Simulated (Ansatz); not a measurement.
```yaml
crystal:
  periodic: [false, false, false]
  atoms:
    - {symbol: Sn, position_ang: [0.028595, -0.132598, -1.174852]}
    - {symbol: Ge, position_ang: [-0.040992, 0.186774, 1.408327]}
    - {symbol: H, position_ang: [0.542239, 1.455346, 1.970886]}
    - {symbol: H, position_ang: [0.624654, -1.697249, 2.056071]}
    - {symbol: H, position_ang: [-1.430802, 0.143481, 1.803285]}
    - {symbol: H, position_ang: [1.524092, 0.129918, -1.625080]}
    - {symbol: H, position_ang: [-0.686415, 1.296859, -2.128760]}
    - {symbol: H, position_ang: [-0.612675, -1.325079, -2.026936]}
basis:
  gaussian: {orbitals: def2-SVP, final_grid: {core_spheres: 8, valence_spheres: 7, degree: 23}}
hamiltonian: {xc: {name: SVWN5}}
scf: {lower_state_search: off}
```

```sh
$ ansatz run in.yaml --threads 2 --pin off --events-out ev --progress --plain --max-ram 4352MiB
```

It prints (some lines left out):

```
Functional definition: SVWN5
990 factors; their error is unknown
mean field evaluation 1: about -62339.9180 eV, gradient 2.6e1 eV
mean field evaluation 2: about -62340.3017 eV, gradient 2.5e1 eV
mean field evaluation 4: about -62341.1883 eV, gradient 7.9e-1 eV
mean field evaluation 8: about -62341.1511 eV, gradient 7.9e-2 eV
mean field evaluation 16: about -62341.1512 eV, gradient 5.8e-6 eV
mean field -62341.15116546 eV, -2290.9950489805 hartree, gradient 7.5e-7 eV, S^2 0.000000; 0 other end points of the search recorded, 0 dependent functions left out
reference -62341.15119763 eV, -2290.9950501631 hartree; 30, 30 occupied and 58, 58 virtual orbitals, 990 factors
Total energy: -62341.15119763 eV, -2290.9950501631 hartree
Checks for a lower state left out: stability, starts, cluster_reference, orbital_swaps, neighbouring_geometries, increment
```

It took 1.4 s on 2 threads of Intel Xeon on a shared host.

In the def2 sets Sn takes a core potential; there is no spin–orbit coupling.
